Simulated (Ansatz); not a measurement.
Program: Ansatz 0.2.0.

A structure relaxed at PBE0-D4/def2-TZVP, charge 0, multiplicity 1:

Cartesian coordinates in Å:
```
C 0.139 -1.711 -0.929
S -0.919 -0.355 -0.397
C -0.476 0.893 -1.616
Cu -0.153 0.333 1.507
N 0.514 0.772 3.145
H 1.188 -1.415 -0.916
H -0.013 -2.527 -0.224
H -0.154 -2.035 -1.928
H 0.591 1.108 -1.583
H -1.033 1.795 -1.364
H -0.768 0.552 -2.610
H 1.263 1.456 3.127
H -0.179 1.135 3.789
```

(1) Give its formula and SMILES.

(2) Point group (tolerance 0.08 Å, 0.16 Å for H)?

(3) Summarise the bond lengths by kind.

Answers

(1) C2H8CuNS, `C[S+](C)[Cu-][NH2]`.

(2) C1.

(3) 2 × C–S 1.800 to 1.801 Å; 6 × C–H 1.089 to 1.091 Å; 1 × Cu–S 2.165 Å; 1 × Cu–N 1.822 Å; 2 × H–N 1.014 Å.
